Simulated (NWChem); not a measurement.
System: phosphorus nitride (PN); SMILES N#P

Here is an NWChem input.

```
start job
memory heap 200 mb stack 900 mb global 1100 mb
geometry units angstroms noautosym nocenter noautoz
  N      0.000000     0.000000     1.004870
  P      0.000000     0.000000    -0.474538
end
basis spherical
  * library def2-svp
end
dft
  xc xwpbe 1.00 cpbe96 1.0 hfexch 1.00
  cam 0.15 cam_alpha 0.0 cam_beta 1.0
  iterations 150
  vectors input atomic output neutral.movecs
end
task dft energy
charge 1
dft
  odft
  mult 2
  vectors input atomic output cation.movecs
end
task dft energy
```

Structure relaxed at the PBE0-D3(BJ)/def2-TZVP level.

Ions are spin-unrestricted doublets at the neutral geometry; other ion states weren't tried. Functional: LC-ωPBE (HJS hole) with def2-SVP; the question gives the range parameter ω in 1/bohr.

Q: Give the results of this calculation. (LC-wPBE (HJS exchange hole, range parameter 0.15 per bohr)/def2-SVP, vertical spin-unrestricted ions.) Quantities: vertical ionisation energy, ΔSCF (eV); −ε(HOMO) (eV).

A: The vertical ionisation energy, ΔSCF (eV) comes out as 11.76 and the −ε(HOMO) (eV) is 9.66.
